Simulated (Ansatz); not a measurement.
Consider the ligand exchange at the Si–Te bond: `O[Si](F)(Cl)[TeH]` + HBr → `O[Si](F)(Cl)Br` + H₂Te.

Calculated with Ansatz (gas phase, PBE0-D4/def2-TZVP geometries, no zero-point term in ΔE). CCSD(T)/CBS adds triple-zeta CCSD(T) − MP2 to the extrapolated MP2 energy (def2 sets, frozen cores). Functionals use def2-TZVPP. Elements past krypton have def2 core potentials. For Br, Te outer-core shells are correlated without core-valence functions, which leaves a few kJ/mol of doubt a bond. Scalar relativity is left out up to krypton. Each species was taken in one conformer, which may not be the lowest.

```tsv
species	BLYP energy (Eh)
`O[Si](F)(Cl)[TeH]`	-1194.20892
HBr	-2574.78235
`O[Si](F)(Cl)Br`	-3499.84854
H₂Te	-269.15650
```

Q: Work out ΔE.

A: ΔE = (-3499.84854) + (-269.15650) − (-1194.20892) − (-2574.78235) = -0.01377 Eh = -36.2 kJ/mol. CCSD(T)/CBS gives -35.8 kJ/mol.

Largest T1 diagnostic among the species: 0.011.

From PBE to PBE0 (25 % exact exchange), in def2-TZVPP and without D4, ΔE moves by −3.8 kJ/mol. In def2-TZVPP, CCSD(T) changes the Hartree–Fock value by +11.6 kJ/mol (the triples alone add +2.2 kJ/mol) and MP2 by +14.0 kJ/mol.
